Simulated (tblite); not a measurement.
Species: C₅H₁₂OSSi₂.
Numbering: `[CH3:1][Si:2]([CH3:3])([CH3:4])[O:5][C:6]([SiH3:7])=[C:8]=[S:9]` (hydrogens: H10, H11, H12 on C1; H13, H14, H15 on C3; H16, H17, H18 on C4; H19, H20, H21 on Si7)

Computed with GFN2-xTB (tblite), gas phase: L-BFGS steps from a force-field or distance-geometry start until the largest atomic force falls under 0.01 eV/Å.

Step 99: E = -750.3662 eV
```
atom  x, y, z in Å  |  force x, y, z in eV/Å
C1     -2.0086    1.3983    0.6433   -0.014   0.014  -0.013
Si2    -0.9389    0.1974   -0.3628    0.007  -0.022  -0.006
C3     -1.7226   -1.5306   -0.5223    0.002  -0.003  -0.008
C4     -0.4924    0.8683   -2.0941    0.009  -0.008   0.001
O5      0.4122    0.1636    0.5775   -0.002   0.001   0.012
C6      1.5073   -0.6477    0.5390    0.005  -0.030   0.016
Si7     3.0434    0.4528    0.7605    0.013  -0.008  -0.024
C8      1.6009   -1.9295    0.4097   -0.034   0.065  -0.046
S9      1.9986   -3.4380    0.2546    0.021  -0.012   0.006
H10    -1.4550    2.2937    0.9047    0.005   0.007   0.008
H11    -2.8798    1.7022    0.0754   -0.032   0.001  -0.020
H12    -2.3569    0.9434    1.5651    0.006   0.012  -0.002
H13    -2.1164   -1.8761    0.4301    0.021  -0.008  -0.021
H14    -2.5383   -1.5404   -1.2383   -0.002  -0.003   0.012
H15    -0.9867   -2.2585   -0.8556   -0.013  -0.002   0.011
H16     0.3316    0.3100   -2.5314    0.007  -0.022   0.010
H17    -1.3270    0.8033   -2.7850   -0.010   0.021   0.030
H18    -0.1860    1.9098   -2.0445   -0.013  -0.003  -0.003
H19     2.8106    1.2083    1.9887    0.020   0.009   0.042
H20     3.0469    1.3571   -0.3926    0.016  -0.006  -0.006
H21     4.2481   -0.3703    0.8122   -0.012  -0.003   0.003
```

Step 100: E = -750.3668 eV
```
atom  x, y, z in Å  |  force x, y, z in eV/Å
C1     -2.0076    1.4001    0.6434   -0.005   0.001  -0.016
Si2    -0.9397    0.1957   -0.3614    0.000  -0.034   0.007
C3     -1.7237   -1.5326   -0.5204   -0.002  -0.007  -0.008
C4     -0.4948    0.8644   -2.0932    0.013  -0.006   0.006
O5      0.4128    0.1648    0.5769   -0.005   0.006   0.014
C6      1.5086   -0.6454    0.5365   -0.011   0.007   0.015
Si7     3.0433    0.4554    0.7637   -0.004  -0.037  -0.024
C8      1.6024   -1.9253    0.3954   -0.026   0.048  -0.037
S9      2.0022   -3.4324    0.2365    0.026  -0.038  -0.001
H10    -1.4494    2.2935    0.9018   -0.002   0.013   0.012
H11    -2.8784    1.7059    0.0757   -0.026  -0.002  -0.015
H12    -2.3555    0.9478    1.5669    0.007   0.016  -0.011
H13    -2.1185   -1.8794    0.4314    0.023  -0.003  -0.018
H14    -2.5394   -1.5399   -1.2360   -0.009  -0.004   0.008
H15    -0.9904   -2.2627   -0.8551   -0.008   0.009   0.014
H16     0.3286    0.3070   -2.5320    0.006  -0.031   0.008
H17    -1.3314    0.7996   -2.7811   -0.010   0.026   0.017
H18    -0.1874    1.9051   -2.0426   -0.016   0.011  -0.010
H19     2.8040    1.2157    1.9845    0.003   0.039   0.080
H20     3.0636    1.3504   -0.3936    0.014   0.018  -0.037
H21     4.2417   -0.3709    0.8372    0.035  -0.031  -0.004
```

Step 101: E = -750.3672 eV
```
atom  x, y, z in Å  |  force x, y, z in eV/Å
C1     -2.0024    1.4024    0.6451    0.000  -0.002  -0.024
Si2    -0.9409    0.1930   -0.3617   -0.005  -0.036   0.017
C3     -1.7288   -1.5343   -0.5140   -0.004  -0.010  -0.008
C4     -0.4998    0.8577   -2.0954    0.012  -0.005   0.010
O5      0.4156    0.1658    0.5707   -0.010   0.002   0.016
C6      1.5119   -0.6433    0.5285   -0.007  -0.030   0.008
Si7     3.0428    0.4591    0.7738    0.030  -0.032  -0.002
C8      1.6080   -1.9211    0.3663   -0.009   0.044  -0.027
S9      2.0135   -3.4261    0.1925    0.010   0.010   0.002
H10    -1.4373    2.2924    0.9015   -0.012   0.010   0.012
H11    -2.8735    1.7132    0.0799   -0.013  -0.008  -0.006
H12    -2.3493    0.9520    1.5701    0.006   0.020  -0.017
H13    -2.1250   -1.8775    0.4383    0.025   0.001  -0.013
H14    -2.5450   -1.5399   -1.2290   -0.015  -0.005   0.003
H15    -1.0000   -2.2695   -0.8476   -0.001   0.018   0.014
H16     0.3237    0.3010   -2.5354    0.001  -0.035   0.008
H17    -1.3385    0.7915   -2.7804   -0.008   0.027   0.008
H18    -0.1928    1.8986   -2.0456   -0.017   0.018  -0.016
H19     2.7743    1.2367    1.9806    0.006   0.018   0.031
H20     3.0969    1.3365   -0.3989    0.013  -0.006   0.004
H21     4.2377   -0.3712    0.8950   -0.001  -0.001  -0.017
```

**Question.** Estimate the geometry and energy of step 102. (The exact step hangs on the optimiser's Hessian estimate; all steps are aligned on step 101, rigid shifts and turns removed.)

**Answer.** E = -750.3677 eV, largest force 0.049 eV/Å
```
atom  x, y, z in Å  |  force x, y, z in eV/Å
C1     -2.0066    1.4009    0.6429    0.006  -0.006  -0.022
Si2    -0.9408    0.1933   -0.3615    0.001  -0.025   0.015
C3     -1.7284   -1.5336   -0.5144   -0.010  -0.007  -0.009
C4     -0.4965    0.8597   -2.0939    0.004  -0.002   0.010
O5      0.4151    0.1663    0.5720   -0.011   0.005   0.016
C6      1.5112   -0.6430    0.5296   -0.012   0.021   0.013
Si7     3.0446    0.4578    0.7700   -0.006  -0.014   0.015
C8      1.6069   -1.9204    0.3687   -0.007   0.017  -0.021
S9      2.0131   -3.4257    0.2040    0.015  -0.013  -0.006
H10    -1.4448    2.2925    0.9005   -0.012   0.011   0.008
H11    -2.8781    1.7085    0.0764   -0.009  -0.006  -0.005
H12    -2.3531    0.9494    1.5675    0.002   0.019  -0.014
H13    -2.1231   -1.8767    0.4382    0.017  -0.002   0.001
H14    -2.5460   -1.5390   -1.2277   -0.016  -0.004  -0.002
H15    -1.0012   -2.2696   -0.8481    0.011   0.012   0.004
H16     0.3262    0.3019   -2.5341   -0.006  -0.026   0.008
H17    -1.3357    0.7967   -2.7787   -0.005   0.020   0.002
H18    -0.1894    1.9005   -2.0427   -0.009   0.012  -0.014
H19     2.7869    1.2314    1.9822    0.002   0.015   0.024
H20     3.0934    1.3388   -0.3988    0.011   0.004  -0.010
H21     4.2372   -0.3728    0.8822    0.036  -0.029  -0.015
```

The energy changes by -0.0005 eV. The first-order estimate −F·Δx gives -0.0007 eV and the mean of the old and new forces, exact on a quadratic surface, -0.0005 eV. The step makes an angle of 79° with the force vector and moves no atom by more than 0.014 Å.

What follows is the cost of the whole relaxation. Time: 1.8 s of wall time. Hardware: one thread, AMD EPYC 9R45 (x86_64), on a shared host.
